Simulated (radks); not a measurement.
Question: Valence configurations of the rhodium ion Rh+ (all share [Kr]). Calculated with a radial shooting solver on a logarithmic mesh with Libxc functionals: scalar-relativistic Kohn-Sham, PBE, spin-unpolarised, spherical densities, point nucleus. Order these by energy: 4d8; 4d6 5s1 5p1; 4d6 5s2; 4d5.5 5s1 5p1.5; 4d6 5p2; 4d7 5s1; 4d7 5p1.

Answer: From the lowest, in eV above it: 4d8 0.000; 4d7 5s1 3.666; 4d7 5p1 8.746; 4d6 5s2 9.208; 4d6 5s1 5p1 14.757; 4d6 5p2 20.440; 4d5.5 5s1 5p1.5 21.472. NIST lists [Kr] 4d8 as the ground configuration; this level of theory agrees among the configurations tried. The energies are those of spherical spin-averaged densities, not of single terms.
